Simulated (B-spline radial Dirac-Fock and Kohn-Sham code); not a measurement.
**Satellites and hypersatellites of the K lines of As⁵⁺**

System: As⁵⁺, configuration [Ar] 3d10.

Input of the calculation (task.json; shells as n, l, electrons):

```json
{"items": [{
  "Z": 33,
  "q": 5,
  "cfg": [[1, 0, 2], [2, 0, 2], [2, 1, 6], [3, 0, 2], [3, 1, 6], [3, 2, 10]],
  "A": 75,
  "rrms": 4.0968,
  "do": ["binding", "quiet", "double"]
}]}
```

Command: `python xray_run.py task.json out`

The computed values come from an atomic code on a B-spline grid: Dirac-Fock (average of configuration) total-energy differences with a finite nucleus, the Breit interaction including its frequency dependence, and self-energy and vacuum-polarisation corrections. Each two-hole energy is an average over J within one jj subconfiguration, not an observable level; in light atoms, where LS coupling holds, the j-resolved values are not observed lines, and for a K spectator the Kα1 hypersatellite is nearly forbidden. Correlation energy is missing from these numbers.

Lines without a spectator: Kα2 (K-L2) 10508.0 eV, Kα1 (K-L3) 10543.9 eV, Kβ3 (K-M2) 11721.2 eV, Kβ1 (K-M3) 11726.3 eV. Shifts in eV with one spectator hole (a dash: not computed, or left out as unreliable):

```
spectator hole    Kα2    Kα1    Kβ3     Kβ1
    L2 (2p1/2)  +35.1  +43.1      –   +94.6
    L3 (2p3/2)  +38.6  +37.3  +89.7       –
    M2 (3p1/2)      –  +3.72  +8.27  +10.49
    M3 (3p3/2)  +3.25      –  +9.69   +9.17
    M4 (3d3/2)  +0.12  -1.08      –       –
    M5 (3d5/2)  -1.21  -0.41      –       –
```

Question: Where does the K-L3 hypersatellite lie, emitted when both K electrons are missing?

Answer: +359.2 eV from the normal line, at 10903.2 eV. Removing both K electrons costs 24384.0 eV, which is 486.4 eV more than twice the K binding energy.

With n spectator holes in 2p, averaged over the 2p shell (energies in eV):

| n | KαLⁿ | step | hypersatellite KαʰLⁿ |
| --- | --- | --- | --- |
| 0 | 10531.9 | – | 10889.7 |
| 1 | 10571.0 | +39.1 | 10929.9 |
| 2 | 10611.2 | +40.2 | 10971.3 |
| 3 | 10652.4 | +41.3 | 11013.9 |
| 4 | 10694.8 | +42.4 | 11057.5 |
| 5 | 10738.4 | +43.5 | 11102.3 |
